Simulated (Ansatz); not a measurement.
Harmonic frequencies (cm⁻¹) at PBE0-D4/def2-TZVP from Ansatz: 252, 342, 631, 699, 842, 1058, 1152, 1358, 1690, 2449, 3068, 3496.

Each molecule was computed in one conformer, which needn't be the lowest.

(1) Which molecule is it?
A. `NC=[Se]`
B. `N=C[SeH]`
C. `FB[O][InH2]`
D. `OB(Cl)CCl`

Results:

(1) B.
